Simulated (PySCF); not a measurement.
Molecule: C4H11InO2, SMILES CC[O][In]([OH])[CH2]C. Atoms near the plane z = 0.0 Å, at the GFN2-xTB optimised geometry (x, y, z in Å): In1 (-0.2, 0.0, 0.0), C2 (-1.4, -1.9, 0.3), C3 (-0.5, -2.9, 0.9), H4 (-1.7, -2.1, -0.7), H5 (-2.2, -1.6, 0.9), H7 (0.4, -3.1, 0.3), H8 (-1.1, -3.9, 1.0), O9 (1.8, 0.0, 0.0), H10 (2.2, 0.9, 0.0), O11 (-1.0, 1.9, 0.0), C12 (-0.3, 3.0, -0.5), H14 (-1.0, 3.9, -0.2), H15 (0.6, 3.2, 0.1).

Computed with PBE0/def2-SVP, def2 effective core potentials past Kr in PySCF. The core electrons that the potentials of In replace are not part of the density. Cells within 0.4 Å of a nucleus heavier than hydrogen are left out (blank, or x). The values are rescaled to run from 0 to 1.

```
|555555555555555555555555555|
|555555555555555555555555555|
|555555555555555555555555555|
|555555555555555555555555555|
|555555555554555555555555555|
|555555555553555555555555555|
|555555555555430455555555555|
|555555555556544555555555555|
|555555555562555555555555555|
|5555555556xx555555555555555|
|555555555564555555555555555|
|555555555556785554055555555|
|555555555558909551455555555|
|555555555559xx961x555555555|
|555555555558909564655555555|
|555555555555675555555555555|
|555555555544555555555555555|
|5555555554x4555555555555555|
|555555555545555555555555555|
|555555555555555555555555555|
|555555555555554555555555555|
|555555555555555555555555555|
|555555555555555555555555555|
|555555555555555555555555555|
|555555555555555555555555555|
|555555555555555555555555555|
|555555555555555555555555555|
```
Scale: ten equal steps from 0.000 (start of '0') to 1.00 (end of '9'), in the order '0123456789'; x runs from -6.00 to 6.00, y from -6.00 (bottom) to 6.00 (top).

Problem. Which quantity is mapped?
(A) electron localisation function
(B) an orbital amplitude
(C) log10 of the electron density
(D) Laplacian of the electron density

Solution. D, Laplacian of the electron density. In full: Laplacian of the electron density (e/bohr⁵), clipped to [-1.50, 1.50].
